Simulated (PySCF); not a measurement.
[CuI5]3-: apical angle scan

The complex [CuI5]3- (charge -3) contains Cu(II), shell d9. The structure is a model geometry with rigid ligands and bond lengths from ionic radii, not a minimum; coordination square pyramidal, point group C4v, metal–donor distances 2.73 Å.

The d shell alone is too small an active space for [CuI5]3- (Cu(II) with such soft donors has much ligand-hole, Cu(I)-like character): its levels, fitted parameters, g values and moments show what this model gives and aren't sound predictions.

```
6

Cu    0.000    0.000    0.000
I     0.000    0.000    2.730
I     2.689    0.000   -0.474
I    -2.689    0.000   -0.474
I     0.000    2.689   -0.474
I     0.000   -2.689   -0.474
```

Method (PySCF 2.14, density fitting): CASSCF(9,5) with orbitals averaged over all microstates of the shell, strongly contracted NEVPT2 on the averaged canonical orbitals; basis x2c-TZVPall on the metal, x2c-SVPall elsewhere; spin-free X2C; IEF-PCM water; spin-orbit coupling by state interaction with the mean-field operator over all roots.

The angle between the apical bond and the four basal bonds is varied.

```json
{"apical angle": "90.0°", "group": "C4v", "ground": "2B1", "next state (NEVPT2) / cm⁻¹": "2A1 4228", "orbital energies above the lowest (NEVPT2 fit) / cm⁻¹": "0 0 402 3717 7945", "μeff(300 K) / μB": "2.09"}
{"apical angle": "95.0°", "group": "C4v", "ground": "2B1", "next state (NEVPT2) / cm⁻¹": "2A1 4444", "orbital energies above the lowest (NEVPT2 fit) / cm⁻¹": "0 0 205 3236 7680", "μeff(300 K) / μB": "2.10"}
{"apical angle": "100.0°", "group": "C4v", "ground": "2B1", "next state (NEVPT2) / cm⁻¹": "2A1 4660", "orbital energies above the lowest (NEVPT2 fit) / cm⁻¹": "0 77 77 2732 7392", "μeff(300 K) / μB": "2.11"}
{"apical angle": "105.0°", "group": "C4v", "ground": "2B1", "next state (NEVPT2) / cm⁻¹": "2A1 4713", "orbital energies above the lowest (NEVPT2 fit) / cm⁻¹": "0 490 490 2529 7242", "μeff(300 K) / μB": "2.12"}
{"apical angle": "110.0°", "group": "C4v", "ground": "2B1", "next state (NEVPT2) / cm⁻¹": "2A1 4715", "orbital energies above the lowest (NEVPT2 fit) / cm⁻¹": "0 983 983 2359 7074", "μeff(300 K) / μB": "2.14"}
```

The geometry is a model, and the complex may not exist in this form. Ligand-hole states mix strongly into such Cu(II) halides; the d shell alone makes them too ionic, overstates g shifts and moments and can put the wrong state lowest. NEVPT2 lifts 2E from 3858 to 7315 cm⁻¹; on the d shell alone such lifts tend to overshoot.
